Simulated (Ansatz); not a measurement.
`C=C(S)[CH2][GaH2]` and `C=C(S)CF` differ in one atom or group.

Ansatz, PBE0-D4/def2-TZVP geometries, multiplicity 1. Each molecule was computed in one conformer, which needn't be the lowest.

Scalar relativity is left out up to krypton.

```csv
property,`C=C(S)[CH2][GaH2]`
HOMO energy (B3LYP/def2-TZVPP) / eV,-6.65
size of the dipole moment (ωB97M-V/def2-TZVPP) / D,1.53
size of the dipole moment (B3LYP/def2-TZVPP) / D,1.55
LUMO energy (B3LYP/def2-TZVPP) / eV,-0.83
LUMO energy (PBE/def2-TZVPP) / eV,-1.54
HOMO–LUMO gap (PBE0/def2-TZVPP) / eV,6.24
```

Task: Give the same properties after the change, and the shifts. (An estimate is asked.)

Result: Ansatz gave: 
```
                                          property  `C=C(S)CF`  shift
               HOMO energy (B3LYP/def2-TZVPP) / eV       -6.68  -0.03
size of the dipole moment (ωB97M-V/def2-TZVPP) / D        1.09  -0.44
  size of the dipole moment (B3LYP/def2-TZVPP) / D        1.12  -0.43
               LUMO energy (B3LYP/def2-TZVPP) / eV       -0.53   0.30
                 LUMO energy (PBE/def2-TZVPP) / eV       -1.26   0.28
              HOMO–LUMO gap (PBE0/def2-TZVPP) / eV        6.61   0.37
```

Dipoles are sizes alone; their direction can turn.

B3LYP here is the variant with VWN-RPA as its local correlation; programs differ in this.
